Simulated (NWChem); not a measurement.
System: THF (C4H8O); SMILES C1CCOC1

Here is an NWChem input.

```
start job
memory heap 200 mb stack 900 mb global 1100 mb
geometry units angstroms noautoz
  C     -0.749675     0.971165    -0.222926
  C      0.709059     1.001576     0.221622
  C      1.161945    -0.409671    -0.137284
  O      0.025536    -1.236910    -0.000651
  C     -1.143493    -0.456953     0.138388
  H     -1.377643     1.726554     0.271451
  H     -0.823013     1.131082    -1.310985
  H      1.305560     1.781546    -0.273537
  H      0.775247     1.166114     1.309456
  H      1.967233    -0.783370     0.517129
  H      1.537368    -0.450355    -1.179026
  H     -1.514179    -0.511712     1.181226
  H     -1.934379    -0.864327    -0.513412
end
basis spherical
  * library sto-3g
end
dft
  xc b3lyp
  iterations 150
  mulliken
end
task dft energy
```

Parts of the log:

```
             Northwest Computational Chemistry Package (NWChem) 7.3.0
             --------------------------------------------------------

 C1  symmetry detected

                             Geometry "geometry" -> ""
                             -------------------------

 Output coordinates in angstroms (scale by  1.889725989 to convert to a.u.)

  No.       Tag          Charge          X              Y              Z
 ---- ---------------- ---------- -------------- -------------- --------------
    1 C                    6.0000    -0.72485165     0.99109960    -0.22467970
    2 C                    6.0000     0.73291539     0.98520259     0.22402190
    3 C                    6.0000     1.15165749    -0.43677403    -0.13399332
    4 O                    8.0000    -0.00531694    -1.23558230    -0.00082479
    5 C                    6.0000    -1.15501984    -0.42688060     0.13511041
    6 H                    1.0000    -1.33528446     1.76173701     0.26812322
    7 H                    1.0000    -0.79109810     1.15301761    -1.31289763
    8 H                    1.0000     1.34999858     1.75023234    -0.26921933
    9 H                    1.0000     0.80006721     1.14781713     1.31208603
   10 H                    1.0000     1.94555517    -0.83048290     0.52260083
   11 H                    1.0000     1.52892142    -0.48654290    -1.17467530
   12 H                    1.0000    -1.52992012    -0.47264313     1.17687493
   13 H                    1.0000    -1.95391253    -0.81436210    -0.51905016

 Effective nuclear repulsion energy (a.u.)     191.3794288857

                                 NWChem DFT Module
                                 -----------------

 Summary of "ao basis" -> "ao basis" (spherical)
 ------------------------------------------------------------------------------
       Tag                 Description            Shells   Functions and Types
 ---------------- ------------------------------  ------  ---------------------
 C                           sto-3g                  3        5   2s1p
 O                           sto-3g                  3        5   2s1p
 H                           sto-3g                  1        1   1s

            General Information
            -------------------
          SCF calculation type: DFT
          Wavefunction type:  closed shell.
          No. of atoms     :    13
          No. of electrons :    40
           Alpha electrons :    20
            Beta electrons :    20
          Charge           :     0
          Spin multiplicity:     1
          Use of symmetry is: off; symmetry adaption is: off
          Maximum number of iterations: 150
          AO basis - number of functions:    33
                     number of shells:    23
          Convergence on energy requested:  1.00D-06
          Convergence on density requested:  1.00D-05
          Convergence on gradient requested:  5.00D-04

              XC Information
              --------------
                         B3LYP Method XC Potential
                     Hartree-Fock (Exact) Exchange  0.200
                        Slater Exchange Functional  0.800 local
                    Becke 1988 Exchange Functional  0.720 non-local
              Lee-Yang-Parr Correlation Functional  0.810
                  VWN I RPA Correlation Functional  0.190 local

             Grid Information
             ----------------
          Grid used for XC integration:  medium
          Radial quadrature: Mura-Knowles
          Angular quadrature: Lebedev.
          Tag              B.-S. Rad. Rad. Pts. Rad. Cut. Ang. Pts.
          ---              ---------- --------- --------- ---------
          C                   0.70       49           9.0       434
          O                   0.60       49           8.0       434
          H                   0.35       45          10.0       434
          Grid pruning is: on
          Number of quadrature shells:   605
          Spatial weights used:  Erf1

      Superposition of Atomic Density Guess
      -------------------------------------

 Sum of atomic energies:        -226.22342033

      Non-variational initial energy
      ------------------------------

 Total energy =    -227.357282
 1-e energy   =    -691.006678
 2-e energy   =     272.269967
 HOMO         =      -0.145775
 LUMO         =       0.482320

     ---------------------------------------------
      Total Density - Mulliken Population Analysis
     ---------------------------------------------

    Atom       Charge   Shell Charges
 -----------   ------   -------------------------------------------------------
    1 C    6     6.07   1.99  1.29  2.79
    2 C    6     6.07   1.99  1.29  2.79
    3 C    6     5.71   1.99  1.24  2.48
    4 O    8     8.60   2.00  1.81  4.79
    5 C    6     5.71   1.99  1.24  2.48
    6 H    1     0.96   0.96
    7 H    1     0.97   0.97
    8 H    1     0.96   0.96
    9 H    1     0.97   0.97
   10 H    1     0.99   0.99
   11 H    1     1.00   1.00
   12 H    1     1.00   1.00
   13 H    1     0.99   0.99

   convergence    iter        energy       DeltaE   RMS-Dens  Diis-err
 ---------------- ----- ----------------- --------- --------- ---------
 d= 0,ls=0.0,diis     1   -229.4414501709 -4.21D+02  4.05D-02  5.73D-01
 d= 0,ls=0.0,diis     2   -229.4517793036 -1.03D-02  2.19D-02  5.62D-01
 d= 0,ls=0.0,diis     3   -229.5313321006 -7.96D-02  2.04D-03  3.10D-03
 d= 0,ls=0.0,diis     4   -229.5317792569 -4.47D-04  6.28D-04  2.93D-04
 d= 0,ls=0.0,diis     5   -229.5318323236 -5.31D-05  3.98D-05  1.41D-06
 d= 0,ls=0.0,diis     6   -229.5318325743 -2.51D-07  2.57D-06  2.87D-09

         Total DFT energy =     -229.531832574329
      One electron energy =     -690.814663111669
           Coulomb energy =      303.265775784255
    Exchange-Corr. energy =      -33.362374132585
 Nuclear repulsion energy =      191.379428885670

 Numeric. integr. density =       40.000038650965

                       DFT Final Molecular Orbital Analysis
                       ------------------------------------

 Vector   18  Occ=2.000000D+00  E=-2.981712D-01
              MO Center=  3.3D-03,  6.3D-01,  1.6D-04, r^2= 3.1D+00
   Bfn.  Coefficient  Atom+Function         Bfn.  Coefficient  Atom+Function
  ----- ------------  ---------------      ----- ------------  ---------------
    27     -0.363762   7 H  s                29     -0.363790   9 H  s
     5      0.355336   1 C  pz               10     -0.355516   2 C  pz
    15      0.220466   3 C  pz               25     -0.220306   5 C  pz
    31     -0.202008  11 H  s                32     -0.202108  12 H  s
    30      0.176184  10 H  s                33      0.175833  13 H  s

 Vector   19  Occ=2.000000D+00  E=-2.004643D-01
              MO Center= -4.2D-03, -9.7D-01, -7.7D-04, r^2= 1.5D+00
   Bfn.  Coefficient  Atom+Function         Bfn.  Coefficient  Atom+Function
  ----- ------------  ---------------      ----- ------------  ---------------
    19      0.743565   4 O  py               17     -0.469792   4 O  s
     4      0.214842   1 C  py                9      0.215507   2 C  py
    24     -0.201173   5 C  py               14     -0.199877   3 C  py
    13     -0.155548   3 C  px               23      0.153733   5 C  px
     2     -0.117240   1 C  s                 7     -0.117306   2 C  s

 Vector   20  Occ=2.000000D+00  E=-1.232816D-01
              MO Center= -4.4D-03, -1.1D+00, -1.4D-04, r^2= 1.3D+00
   Bfn.  Coefficient  Atom+Function         Bfn.  Coefficient  Atom+Function
  ----- ------------  ---------------      ----- ------------  ---------------
    20      0.917457   4 O  pz               31      0.254727  11 H  s
    32     -0.255093  12 H  s                30     -0.189700  10 H  s
    33      0.188879  13 H  s                18      0.107249   4 O  px
    15     -0.071779   3 C  pz               25     -0.071716   5 C  pz
     4     -0.050242   1 C  py                9      0.049609   2 C  py

 Vector   21  Occ=0.000000D+00  E= 2.913859D-01
              MO Center= -1.0D-03, -2.0D-01,  1.7D-04, r^2= 2.3D+00
   Bfn.  Coefficient  Atom+Function         Bfn.  Coefficient  Atom+Function
  ----- ------------  ---------------      ----- ------------  ---------------
    17      0.649425   4 O  s                24      0.599616   5 C  py
    14      0.596544   3 C  py               19      0.483649   4 O  py
     4      0.372819   1 C  py                9      0.373285   2 C  py
    13      0.374673   3 C  px               23     -0.369622   5 C  px
    26     -0.307709   6 H  s                28     -0.307089   8 H  s

 Vector   22  Occ=0.000000D+00  E= 3.414505D-01
              MO Center=  7.6D-04,  1.7D-01,  2.9D-04, r^2= 2.6D+00
   Bfn.  Coefficient  Atom+Function         Bfn.  Coefficient  Atom+Function
  ----- ------------  ---------------      ----- ------------  ---------------
     3      0.584181   1 C  px                8      0.582410   2 C  px
    13      0.481882   3 C  px               23      0.482583   5 C  px
    18      0.451812   4 O  px               30     -0.398800  10 H  s
    33      0.399150  13 H  s                 5      0.279617   1 C  pz
    10      0.280643   2 C  pz               27      0.237764   7 H  s

 Vector   23  Occ=0.000000D+00  E= 3.469838D-01
              MO Center=  4.5D-03,  6.7D-01, -3.0D-04, r^2= 3.1D+00
   Bfn.  Coefficient  Atom+Function         Bfn.  Coefficient  Atom+Function
  ----- ------------  ---------------      ----- ------------  ---------------
    27      0.530467   7 H  s                29     -0.530637   9 H  s
     5      0.482556   1 C  pz               10      0.483007   2 C  pz
    26     -0.464419   6 H  s                28      0.465371   8 H  s
    15      0.350698   3 C  pz               25      0.350333   5 C  pz
    31      0.349532  11 H  s                32     -0.348768  12 H  s

     ---------------------------------------------
      Total Density - Mulliken Population Analysis
     ---------------------------------------------

    Atom       Charge   Shell Charges
 -----------   ------   -------------------------------------------------------
    1 C    6     6.14   1.99  1.19  2.96
    2 C    6     6.14   1.99  1.19  2.96
    3 C    6     6.04   1.99  1.19  2.86
    4 O    8     8.23   2.00  1.83  4.40
    5 C    6     6.04   1.99  1.19  2.86
    6 H    1     0.92   0.92
    7 H    1     0.92   0.92
    8 H    1     0.92   0.92
    9 H    1     0.92   0.92
   10 H    1     0.92   0.92
   11 H    1     0.93   0.93
   12 H    1     0.93   0.93
   13 H    1     0.92   0.92

     -------------------------------------------
      Total Density - Lowdin Population Analysis
     -------------------------------------------

    Atom       Charge   Shell Charges
 -----------   ------   -------------------------------------------------------
    1 C    6     6.07   1.98  1.04  3.05
    2 C    6     6.07   1.98  1.04  3.05
    3 C    6     5.99   1.98  1.05  2.95
    4 O    8     8.16   2.00  1.71  4.46
    5 C    6     5.99   1.98  1.05  2.95
    6 H    1     0.96   0.96
    7 H    1     0.96   0.96
    8 H    1     0.96   0.96
    9 H    1     0.96   0.96
   10 H    1     0.97   0.97
   11 H    1     0.98   0.98
   12 H    1     0.98   0.98
   13 H    1     0.97   0.97

     Multipole analysis of the density
     ---------------------------------

     L   x y z        total         alpha         beta         nuclear
     -   - - -        -----         -----         ----         -------
     0   0 0 0     -0.000000    -20.000000    -20.000000     40.000000

     1   1 0 0      0.002387      0.001193      0.001193     -0.000000
     1   0 1 0      0.572896      0.286448      0.286448     -0.000000
     1   0 0 1      0.000674      0.000337      0.000337     -0.000000

     2   2 0 0    -20.706633    -80.865107    -80.865107    141.023580
     2   1 1 0     -0.012453      0.018665      0.018665     -0.049783
     2   1 0 1     -0.045663      0.153139      0.153139     -0.351941
     2   0 2 0    -23.704650    -77.552200    -77.552200    131.399751
     2   0 1 1     -0.001199      0.001568      0.001568     -0.004335
     2   0 0 2    -21.361583    -24.462102    -24.462102     27.562620
```

Level: B3LYP/STO-3G. The geometry was optimised at PBE0/def2-SVP.
